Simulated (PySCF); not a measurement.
**Shifts of the heteroatoms**

Mapped SMILES: `[CH2:1]=[C:2]([Cl:3])[C:4](=[O:5])[O:6][CH2:7][CH3:8]`. Each H is labelled by its parent atom. Ha(C1) is cis to Cl3; Hb(C1) is trans to Cl3.

[PySCF: structure optimised with GFN2-xTB; shielding tensors at PBE0/pcSseg-1 (GIAO); one conformer; gas phase; non-relativistic Hamiltonian; equivalent nuclei averaged]

Task: What are the 17O shifts?

Result: 
```json
{"atoms": "O5", "environment": "ester carbonyl oxygen", "σ (ppm)": "-73.5", "δ (ppm)": "333.7"}
{"atoms": "O6", "environment": "ester alkoxy oxygen", "σ (ppm)": "117.1", "δ (ppm)": "160.0"}
```

Shieldings were converted by a linear fit to measured shifts: 17O (scatter 10.7 ppm rms, 12.2 ppm with the 3 outliers that the fit left out vs liquid water, solution or neat liquid). A few per cent of atoms miss by over 2 rms, more outside the fitted compound classes.

On a 300 MHz spectrometer 17O resonates near 40.7 MHz, so 1 ppm is 40.7 Hz.
